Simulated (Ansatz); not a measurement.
Cost and result for the atomization energy of GeH6SSi, SMILES `[SiH3][S][GeH3]` (9 atoms, 8 bonds).

Cartesian coordinates in Å:
```
Si 0.6749 0.7462 -1.2957
S -0.4901 1.3350 0.3886
Ge -0.7143 -0.6682 1.3350
H 1.9556 0.1241 -0.8685
H 0.9467 1.9803 -2.0718
H -0.0608 -0.2310 -2.1405
H -1.5407 -0.4347 2.6044
H 0.6722 -1.2350 1.6776
H -1.4435 -1.6168 0.3710
```

Charge 0, multiplicity 1. Correlated methods include outer-core shells of Ge, which these sets cover unevenly. Scalar relativity is left out up to krypton. The structure was optimised at the PBE0-D4/def2-TZVP level. Program: Ansatz. All runs use 2 threads of a server CPU on a shared host. Times are those of one run each, without the atoms' runs, and a repeat can differ threefold. Electronic energies, without spin–orbit coupling; frozen cores. CCSD(T)/CBS adds CCSD(T) − MP2 in def2-TZVPP to the MP2 limit, and its time is that of the two runs behind it. T1 = 0.011. With those shells the extrapolation isn't a true limit. B3LYP takes the VWN-RPA correlation (the form of Gaussian; ORCA's B3LYP/G).

CCSD(T)/CBS is a level of theory with its own doubt, some kJ/mol a heavy atom from the limit and from the frozen cores, so smaller differences don't rank the functionals.

```csv
level,functions,wall time
revPBE-D4/def2-TZVPP,216,2.4 s
CCSD(T)/def2-SVP,98,3.7 s
BHLYP-D4/def2-TZVPP,216,3.8 s
CAM-B3LYP-D4/def2-TZVPP,216,4 s
B3LYP-D4/def2-TZVPP (with forces),216,6 s
B2PLYP/def2-TZVPP,216,6 s
PBE-QIDH/def2-TZVPP,216,6.5 s
ωB97X-V/def2-TZVPP,216,11 s
B97M-V/def2-TZVPP,216,11 s
ωB97M-V/def2-TZVPP (with forces),216,15 s
MP2/def2-QZVPP,409,23 s
CCSD(T)/def2-TZVPP,216,93 s
CCSD(T)/CBS(def2),–,120 s
```

(1) What atomization energy does each give, and how far from CCSD(T)/CBS? (Estimate.)

Results:

(1) Ansatz gave: 
```
                            level  atomization (kJ/mol)  difference from CCSD(T)/CBS  per bond
             revPBE-D4/def2-TZVPP                2446.5                        -82.5     -10.3
                 CCSD(T)/def2-SVP                2335.0                       -194.0     -24.2
              BHLYP-D4/def2-TZVPP                2481.4                        -47.6      -5.9
          CAM-B3LYP-D4/def2-TZVPP                2508.6                        -20.4      -2.5
B3LYP-D4/def2-TZVPP (with forces)                2501.4                        -27.6      -3.4
                B2PLYP/def2-TZVPP                2470.5                        -58.5      -7.3
              PBE-QIDH/def2-TZVPP                2486.7                        -42.3      -5.3
               ωB97X-V/def2-TZVPP                2545.1                         16.1       2.0
                B97M-V/def2-TZVPP                2555.9                         26.9       3.4
 ωB97M-V/def2-TZVPP (with forces)                2515.1                        -13.9      -1.7
                   MP2/def2-QZVPP                2478.9                        -50.1      -6.3
               CCSD(T)/def2-TZVPP                2469.2                        -59.8      -7.5
                CCSD(T)/CBS(def2)                2529.0                          0.0       0.0
```

Leaving LDA and LC-ωPBE aside and taking each functional with its dispersion term where it has one, the values spread over 109.4 kJ/mol, from revPBE-D4 to B97M-V. LDA lies +331.0 kJ/mol from PBE without D4, its usual overbinding. From BLYP to BHLYP (50 % exact exchange), in def2-TZVPP and without D4, the atomization energy moves by +29.8 kJ/mol. In def2-TZVPP, CCSD(T) changes the Hartree–Fock value by +590.9 kJ/mol (the triples alone add +27.1 kJ/mol) and MP2 by +565.6 kJ/mol; breaking electron pairs costs correlation energy, which Hartree–Fock lacks.
